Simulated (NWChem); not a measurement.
All runs are NWChem calculations. System: H$_{3}$FGe, charge 1, spin multiplicity 2, at the geometry of a parent with another charge or spin, in a state set for the comparison that need not be this species' ground state. Its SCF solution wasn't tested for a lower state. Level: UHF/STO-3G.

Job file:

```
start mol
memory heap 200 mb stack 900 mb global 1100 mb
charge 1
geometry units angstroms nocenter noautoz
  Ge     0.061905    -0.324068     0.000000
  F     -0.268657     1.406412     0.000000
  H      0.874277    -0.623338     1.284863
  H      0.874277    -0.623338    -1.284863
  H     -1.311611    -1.040868     0.000000
  symmetry group Cs
end
basis spherical
  * library sto-3g
end
scf
  uhf
  nopen 1
  maxiter 100
  thresh 1e-7
  semidirect memsize 60000000 filesize 0
  # guess.movecs holds the orbitals of an unrestricted PBE0 run
  vectors input guess.movecs output mol.movecs
end
task scf energy
```

NWChem printed:

```
             Northwest Computational Chemistry Package (NWChem) 7.3.0
             --------------------------------------------------------

                                NWChem Input Module
                                -------------------

 Scaling coordinates for geometry "geometry" by  1.889725989
 (inverse scale =  0.529177249)

 Turning off AUTOSYM since
 SYMMETRY directive was detected!

                             Geometry "geometry" -> ""
                             -------------------------

 Output coordinates in angstroms (scale by  1.889725989 to convert to a.u.)

  No.       Tag          Charge          X              Y              Z
 ---- ---------------- ---------- -------------- -------------- --------------
    1 Ge                  32.0000     0.06190500    -0.32406800     0.00000000
    2 F                    9.0000    -0.26865700     1.40641200     0.00000000
    3 H                    1.0000     0.87427700    -0.62333800     1.28486300
    4 H                    1.0000     0.87427700    -0.62333800    -1.28486300
    5 H                    1.0000    -1.31161100    -1.04086800     0.00000000

 Effective nuclear repulsion energy (a.u.)     125.2836343530

            Nuclear Dipole moment (a.u.)
            ----------------------------
        X                 Y               Z
 ---------------- ---------------- ----------------
    -0.0000188973    -0.0000226767     0.0000000000

      Symmetry information
      --------------------

 Group name             Cs
 Group number              2
 Group order               2
 No. of unique centers     4

      Symmetry unique atoms

     1    2    3    5


 Summary of "ao basis" -> "" (spherical)
 ------------------------------------------------------------------------------
       Tag                 Description            Shells   Functions and Types
 ---------------- ------------------------------  ------  ---------------------
 *                           sto-3g                   on all atoms

 Summary of "ao basis" -> "ao basis" (spherical)
 ------------------------------------------------------------------------------
       Tag                 Description            Shells   Functions and Types
 ---------------- ------------------------------  ------  ---------------------
 Ge                          sto-3g                  8       18   4s3p1d
 F                           sto-3g                  3        5   2s1p
 H                           sto-3g                  1        1   1s

                                 NWChem SCF Module
                                 -----------------

  ao basis        = "ao basis"
  functions       =    26
  atoms           =     5
  alpha electrons =    22
  beta  electrons =    21
  charge          =   1.00
  wavefunction    = UHF
  use symmetry    = T
  symmetry adapt  = T

 Summary of "ao basis" -> "ao basis" (spherical)
 ------------------------------------------------------------------------------
       Tag                 Description            Shells   Functions and Types
 ---------------- ------------------------------  ------  ---------------------
 Ge                          sto-3g                  8       18   4s3p1d
 F                           sto-3g                  3        5   2s1p
 H                           sto-3g                  1        1   1s

      Symmetry analysis of basis
      --------------------------

        a'         19
        a"          7

 Forming initial guess at       0.0s

   Symmetry analysis of molecular orbitals - initial alpha
   -------------------------------------------------------

  Numbering of irreducible representations:

     1 a'          2 a"

  Orbital symmetries:

     1 a'          2 a'          3 a'          4 a"          5 a'
     6 a'          7 a'          8 a'          9 a'         10 a"
    11 a'         12 a'         13 a'         14 a'         15 a'
    16 a"         17 a"         18 a"         19 a'         20 a'
    21 a'         22 a"         23 a'         24 a'         25 a'
    26 a"

   Symmetry analysis of molecular orbitals - initial beta
   ------------------------------------------------------

  Numbering of irreducible representations:

     1 a'          2 a"

  Orbital symmetries:

     1 a'          2 a'          3 a'          4 a"          5 a'
     6 a'          7 a'          8 a'          9 a'         10 a"
    11 a'         12 a'         13 a'         14 a"         15 a"
    16 a'         17 a'         18 a"         19 a'         20 a'
    21 a"         22 a'         23 a'         24 a'         25 a'
    26 a"

 Starting SCF solution at       0.0s

 ----------------------------------------------
         Quadratically convergent UHF

 Convergence threshold     :          1.000E-07
 Maximum no. of iterations :          100
 Integral*density screening:          1.000E-09
 ----------------------------------------------

              iter       energy          gnorm     gmax       time
             ----- ------------------- --------- --------- --------
                 1    -2151.1733838534  4.07D-01  1.81D-01      0.2
                 2    -2151.2381340568  3.20D-01  9.27D-02      0.2
                 3    -2151.2544537247  5.26D-02  3.29D-02      0.2
                 4    -2151.2559909994  3.21D-03  1.96D-03      0.2
                 5    -2151.2559992319  1.94D-05  1.10D-05      0.2
                 6    -2151.2559992322  5.19D-09  1.64D-09      0.3

       Final UHF  results
       ------------------

         Total SCF energy =  -2151.255999232190
      One electron energy =  -3255.336206297234
[...]
    11 a'         12 a'         13 a"         14 a'         15 a'
    16 a"         17 a'         18 a"         19 a'         20 a'
    21 a"         22 a'         23 a'         24 a'         25 a"
    26 a'

          Final alpha eigenvalues
          -----------------------

              1
    1 -400.8931
    2  -50.7352
    3  -45.8001
    4  -45.7984
    5  -45.7984
    6  -26.6141
    7   -6.8198
    8   -4.8655
    9   -4.8579
   10   -4.8575
   11   -2.0554
   12   -1.1503
   13   -1.1091
   14   -1.0499
   15   -1.0005
   16   -0.9977
   17   -0.9973
   18   -0.9938
   19   -0.9937
   20   -0.8591
   21   -0.6904
   22   -0.6807
   23    0.0171
   24    0.2102
   25    0.2382
   26    0.2449

          Final beta eigenvalues
          ----------------------

              1
    1 -400.8933
    2  -50.7352
    3  -45.8001
    4  -45.7985
    5  -45.7984
    6  -26.5838
    7   -6.8200
    8   -4.8657
    9   -4.8581
   10   -4.8576
   11   -1.8644
   12   -1.0628
   13   -1.0113
   14   -0.9998
   15   -0.9948
   16   -0.9937
   17   -0.9926
   18   -0.9826
   19   -0.8449
   20   -0.6913
   21   -0.6765
   22   -0.1726
   23    0.0307
   24    0.2172
   25    0.2455
   26    0.2575

                    UHF Final Alpha Molecular Orbital Analysis
                    ------------------------------------------

 Vector   20  Occ=1.000000D+00  E=-8.590694D-01  Symmetry=a'
              MO Center=  5.4D-02, -4.9D-01,  1.3D-13, r^2= 2.1D+00
   Bfn.  Coefficient  Atom+Function         Bfn.  Coefficient  Atom+Function
  ----- ------------  ---------------      ----- ------------  ---------------
    10      0.560572  1 Ge s                 22      0.373211  2 F  py
    26      0.251521  5 H  s                 24      0.227699  3 H  s
    25      0.227699  4 H  s                 12     -0.191278  1 Ge py
    18     -0.191334  1 Ge d  2               6     -0.175878  1 Ge s

 Vector   21  Occ=1.000000D+00  E=-6.903949D-01  Symmetry=a'
              MO Center= -2.9D-01, -6.5D-01,  3.2D-14, r^2= 2.1D+00
   Bfn.  Coefficient  Atom+Function         Bfn.  Coefficient  Atom+Function
  ----- ------------  ---------------      ----- ------------  ---------------
    26     -0.514958  5 H  s                 11      0.503663  1 Ge px
    24      0.258817  3 H  s                 25      0.258817  4 H  s
     7     -0.184178  1 Ge px

 Vector   22  Occ=1.000000D+00  E=-6.807485D-01  Symmetry=a"
              MO Center=  5.3D-01, -4.8D-01, -1.3D-13, r^2= 2.1D+00
   Bfn.  Coefficient  Atom+Function         Bfn.  Coefficient  Atom+Function
  ----- ------------  ---------------      ----- ------------  ---------------
    13      0.516073  1 Ge pz                24      0.442331  3 H  s
    25     -0.442331  4 H  s                  9     -0.187812  1 Ge pz
    23     -0.155574  2 F  pz

 Vector   23  Occ=0.000000D+00  E= 1.713276D-02  Symmetry=a'
              MO Center= -2.8D-02,  1.2D-01,  3.3D-14, r^2= 1.6D+00
   Bfn.  Coefficient  Atom+Function         Bfn.  Coefficient  Atom+Function
  ----- ------------  ---------------      ----- ------------  ---------------
    12      0.928007  1 Ge py                10      0.610937  1 Ge s
    22      0.480821  2 F  py                20     -0.434918  2 F  s
     8     -0.253191  1 Ge py                11     -0.186637  1 Ge px
    26     -0.183491  5 H  s                 24     -0.177622  3 H  s
    25     -0.177622  4 H  s

 Vector   24  Occ=0.000000D+00  E= 2.101744D-01  Symmetry=a'
              MO Center= -6.1D-02, -9.3D-01, -2.9D-14, r^2= 2.1D+00
   Bfn.  Coefficient  Atom+Function         Bfn.  Coefficient  Atom+Function
  ----- ------------  ---------------      ----- ------------  ---------------
    10      1.035486  1 Ge s                 26     -0.815332  5 H  s
    12     -0.632976  1 Ge py                24     -0.604076  3 H  s
    25     -0.604076  4 H  s

 Vector   25  Occ=0.000000D+00  E= 2.382407D-01  Symmetry=a'
              MO Center=  1.3D-01, -4.5D-01,  1.0D-14, r^2= 2.2D+00
   Bfn.  Coefficient  Atom+Function         Bfn.  Coefficient  Atom+Function
  ----- ------------  ---------------      ----- ------------  ---------------
    11      1.120650  1 Ge px                26      0.738911  5 H  s
    24     -0.544199  3 H  s                 25     -0.544199  4 H  s
     7     -0.252191  1 Ge px                10      0.177222  1 Ge s

                     UHF Final Beta Molecular Orbital Analysis
                     -----------------------------------------

 Vector   19  Occ=1.000000D+00  E=-8.449086D-01  Symmetry=a'
              MO Center=  7.6D-02, -3.8D-01,  7.4D-11, r^2= 2.3D+00
   Bfn.  Coefficient  Atom+Function         Bfn.  Coefficient  Atom+Function
  ----- ------------  ---------------      ----- ------------  ---------------
    10      0.527253  1 Ge s                 22      0.442181  2 F  py
    24      0.226855  3 H  s                 25      0.226855  4 H  s
    12     -0.223806  1 Ge py                26      0.221635  5 H  s
    18     -0.183745  1 Ge d  2               6     -0.164387  1 Ge s

 Vector   20  Occ=1.000000D+00  E=-6.912987D-01  Symmetry=a'
              MO Center= -2.9D-01, -5.8D-01,  1.0D-12, r^2= 2.1D+00
   Bfn.  Coefficient  Atom+Function         Bfn.  Coefficient  Atom+Function
  ----- ------------  ---------------      ----- ------------  ---------------
    11      0.545647  1 Ge px                26     -0.468313  5 H  s
    24      0.237757  3 H  s                 25      0.237757  4 H  s
     7     -0.193871  1 Ge px

 Vector   21  Occ=1.000000D+00  E=-6.764986D-01  Symmetry=a"
              MO Center=  5.2D-01, -4.6D-01, -1.3D-12, r^2= 2.1D+00
   Bfn.  Coefficient  Atom+Function         Bfn.  Coefficient  Atom+Function
  ----- ------------  ---------------      ----- ------------  ---------------
    13      0.520389  1 Ge pz                24      0.437333  3 H  s
    25     -0.437333  4 H  s                  9     -0.188519  1 Ge pz
    23     -0.180383  2 F  pz

 Vector   22  Occ=0.000000D+00  E=-1.725800D-01  Symmetry=a'
              MO Center= -2.9D-01,  1.2D+00, -1.2D-11, r^2= 8.1D-01
   Bfn.  Coefficient  Atom+Function         Bfn.  Coefficient  Atom+Function
  ----- ------------  ---------------      ----- ------------  ---------------
    21      0.941402  2 F  px                26      0.251552  5 H  s
    22      0.181391  2 F  py

 Vector   23  Occ=0.000000D+00  E= 3.071902D-02  Symmetry=a'
              MO Center= -2.7D-02,  1.4D-01, -1.2D-12, r^2= 1.6D+00
   Bfn.  Coefficient  Atom+Function         Bfn.  Coefficient  Atom+Function
  ----- ------------  ---------------      ----- ------------  ---------------
    12      0.934756  1 Ge py                10      0.588474  1 Ge s
    22      0.507370  2 F  py                20     -0.452332  2 F  s
     8     -0.253195  1 Ge py                11     -0.176427  1 Ge px
    26     -0.164536  5 H  s                 24     -0.163553  3 H  s
    25     -0.163553  4 H  s

 Vector   24  Occ=0.000000D+00  E= 2.171976D-01  Symmetry=a'
              MO Center=  1.8D-01, -8.9D-01, -2.0D-13, r^2= 2.2D+00
   Bfn.  Coefficient  Atom+Function         Bfn.  Coefficient  Atom+Function
  ----- ------------  ---------------      ----- ------------  ---------------
    10      1.054423  1 Ge s                 24     -0.694046  3 H  s
    25     -0.694046  4 H  s                 26     -0.684612  5 H  s
    12     -0.581440  1 Ge py

 center of mass
 --------------
 x =  -0.00172452 y =   0.00902895 z =   0.00000000

 moments of inertia (a.u.)
 ------------------
         180.490427745661          29.938140748187           0.000000000000
          29.938140748187          29.484475010828           0.000000000000
           0.000000000000           0.000000000000         186.208883971355

  Mulliken analysis of the total density
  --------------------------------------

    Atom       Charge   Shell Charges
 -----------   ------   -------------------------------------------------------
    1 Ge  32    31.22   2.00  2.00  6.00  2.00  5.94  1.22  2.12  9.95
    2 F    9     8.77   2.00  1.98  4.79
    3 H    1     1.01   1.01
    4 H    1     1.01   1.01
    5 H    1     0.99   0.99

  Mulliken analysis of the alpha density
  --------------------------------------

    Atom       Charge   Shell Charges
 -----------   ------   -------------------------------------------------------
    1 Ge  32    15.57   1.00  1.00  3.00  1.00  2.97  0.60  1.02  4.97
    2 F    9     4.88   1.00  0.99  2.89
    3 H    1     0.51   0.51
    4 H    1     0.51   0.51
    5 H    1     0.53   0.53

   Mulliken analysis of the beta density
   -------------------------------------

    Atom       Charge   Shell Charges
 -----------   ------   -------------------------------------------------------
    1 Ge  32    15.66   1.00  1.00  3.00  1.00  2.97  0.62  1.10  4.97
    2 F    9     3.88   1.00  0.99  1.90
    3 H    1     0.50   0.50
    4 H    1     0.50   0.50
    5 H    1     0.47   0.47

   Mulliken analysis of the spin density
   -------------------------------------

    Atom       Charge   Shell Charges
 -----------   ------   -------------------------------------------------------
    1 Ge  32    -0.09  -0.00 -0.00 -0.00 -0.00 -0.00 -0.02 -0.07  0.00
    2 F    9     1.00   0.00  0.01  0.99
    3 H    1     0.01   0.01
    4 H    1     0.01   0.01
    5 H    1     0.06   0.06

       Multipole analysis of the density wrt the origin
       ------------------------------------------------

     L   x y z        total         alpha         beta         nuclear
     -   - - -        -----         -----         ----         -------
     0   0 0 0      1.000000    -22.000000    -21.000000     44.000000

     1   1 0 0     -0.163573      0.213297     -0.376851     -0.000019
     1   0 1 0      0.579541     -0.973722      1.553286     -0.000023
     1   0 0 1     -0.000000      0.000000     -0.000000      0.000000

     2   2 0 0    -13.985889    -14.795225    -13.550858     14.360194
     2   1 1 0     -0.332601      7.072290      6.048286    -13.453177
     2   1 0 1      0.000000     -0.000000      0.000000      0.000000
     2   0 2 0    -11.878729    -50.741201    -43.354503     82.216976
     2   0 1 1      0.000000      0.000000      0.000000      0.000000
     2   0 0 2    -14.595054    -13.353851    -13.031950     11.790747

 Task  times  cpu:        0.3s     wall:        0.3s

 Total times  cpu:        0.3s     wall:        0.3s
```
